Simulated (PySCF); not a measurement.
## Dipole response of C⁺ (carbon, charge +1)

[He] 2s2 2p1, 2P determinant. All numbers are calculated (PySCF 2.14, the non-relativistic Hamiltonian (point nucleus), in def2-TZVPPD). Coupled (time-dependent) response in atomic units; α is the mean over directions.

```
method  mean α (bohr³)         α xx, yy, zz  C₆ (like pair)  S(−4)
   UHF           6.277  6.353, 6.125, 6.353           14.86  40.01
   PBE           6.093  6.125, 6.028, 6.125           14.63  28.48
  PBE0           6.067  6.119, 5.962, 6.119           14.51  28.84
 B3LYP           6.048  6.113, 5.918, 6.113           14.39  28.50
 M06-L           6.030  6.078, 5.934, 6.078           14.71  26.44
```

S(−4) is the Cauchy moment in α(ω) = α(0) + S(−4) ω² + …

α(iu) at B3LYP:

```
u (hartree)  α(iu) (bohr³)
          0          6.048
     0.0500          5.978
      0.100          5.781
      0.200          5.138
      0.300          4.387
      0.500          3.098
      0.750          2.066
       1.00          1.457
       1.50         0.8272
       2.00         0.5296
       3.00         0.2690
       5.00         0.1086
```

For an ion, C₆ is the dispersion term alone; charge-induced terms of lower order in 1/R come first.

The components differ because the open shell of this determinant is not spherical; for a pure term their mean is the scalar polarisability.
